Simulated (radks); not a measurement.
Results of a calculation; reference values are marked as such.
Q: These are the eigenvalues of the occupied orbitals of an atom or ion with whole-number occupations (eV). Code: a radial shooting solver on a logarithmic mesh with Libxc functionals. Model: scalar-relativistic Kohn-Sham, PBE, spin-unpolarised, spherical densities, finite nucleus; Fermi nuclear charge, rms radius of each element as measured or else 0.836 A^(1/3) + 0.57 fm.

| orbital | eigenvalue |
|---|---|
| 1s | -1532.291 |
| 2s | -128.7676 |
| 2p | -90.2614 |
| 3s | -23.7479 |

Which element is it, and in what charge state? The configuration may be excited.

A: Z = 13, aluminium, charge +2: Al2+ in [Ne] 3s1. The list shows which subshells hold electrons but not how many an open one holds; the 1s level, -56.311 hartree, gives Z - s = 10.6 by -(Z - s)^2/2, which with screening and relativity narrows Z to a few neighbours, and the depths of the outer levels then fix element, charge and occupations together.
